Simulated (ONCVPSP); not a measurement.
Al (Z = 13), ONCV: configuration errors across variants

```json
{"Element": "Al", "Generator": "ONCVPSP 4.0.1", "Type": "optimised norm-conserving Vanderbilt (ONCV)", "Functional": "PBE", "Relativity": "scalar-relativistic", "Frozen core": "[Ne]", "Valence charge": "3", "Reference configuration": "3s1.75 3p1.25", "Partial waves": "3s: rc 1.80 bohr, ncon 3, nbas 6, qcut 3.1 1/bohr, 2 projectors, debl 0.4 Ha; 3p: rc 2.85 bohr, ncon 4, nbas 8, qcut 3.1 1/bohr, 1 projector; d scattering state at 0.34 Ha: rc 2.50 bohr, ncon 3, nbas 7, qcut 3.9 1/bohr, 2 projectors, debl 1.8 Ha", "Local potential": "polynomial inside 1.25 bohr (lpopt 5, dvloc0 0 Ha)", "Core correction": "Teter function fitted to the true core (icmod 2), fcfact 0.6"}
```

All-electron excitation energies from the reference (eV): (1) 3s2 3p1 -1.267; (2) 3s2 3p0 4.495; (3) 3s1 3p0 23.720; (4) 3s0 3p3 9.184.

Errors AE − PS in meV (a dash: test not solved or not reliable):

```csv
change,(1),(2),(3),(4),bound ghosts,GHOST(+) flags above zero
base,+0.2,-1.6,+20,+16,none,s
p: rc 3.46,+0.3,-3.1,+14,+21,none,s
p: qcut 3.5,+0.1,-1.5,+22,+14,none,s
```

(1) Give the same row for: s: qcut 4.3; p: qcut 4.3; d: qcut 5.4.

Results:

(1) +0.2, -0.8, +26, +13; bound ghosts: none; GHOST(+) flags above zero: s.
